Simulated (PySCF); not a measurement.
Computed properties of chloro(silyl)silane (ClH₅Si₂), SMILES [SiH3][SiH2]Cl

chloro(silyl)silane (ClH₅Si₂), SMILES [SiH3][SiH2]Cl. Geometry: B3LYP-D3(BJ)/def2-SVP. The values are those of a single conformer. All values are computed for the isolated molecule unless a solvent is named; none is compared with measurement here.

**Structure.** All 18 harmonic modes at B3LYP-D3(BJ)/def2-SVP (PySCF) are real, so it is a minimum. With heavy atoms numbered as in [SiH3:1][SiH2:2][Cl:3], the shortest bond between them is Si2–Cl3 at 2.091 Å and the longest Si1–Si2 at 2.347 Å.

**Vibrations.** The strongest infrared lines (harmonic, unscaled, degenerate partners summed) lie at 816 cm⁻¹ (393 km/mol, H 90 %, Si 9 %), 2234 cm⁻¹ (176 km/mol, H 96 %), 954 cm⁻¹ (107 km/mol, H 96 %). The softest mode is at 113 cm⁻¹ and the zero-point energy is 27.2 kcal/mol.

**Electronic structure.** CAM-B3LYP/def2-TZVPD (PySCF) places the frontier levels at -9.52 and 0.21 eV, a gap of 9.73 eV, and gives a dipole moment of 1.55 D and a mean polarisability of 73.5 bohr³.

**Excitations.** TDDFT-PBE0/def2-SVPD (PySCF) has S1 at 6.19 eV (200 nm, f = 0.015, weak); the most intense of the 10 singlets computed lies at 7.56 eV (f = 0.18). T1 (TDA) is at 5.53 eV. No vertical singlet excitation falls in the visible range (under 3.1 eV).

**NMR.** GIAO shifts at HF/pcSseg-1 (PySCF) (non-relativistic, atoms alike by connectivity averaged): ¹H from 3.7 to 5.1 ppm against TMS; ²⁹Si from -88.9 to -21.2 ppm against TMS. Without spin–orbit terms, shifts of atoms bonded to Cl or Br come out too high.
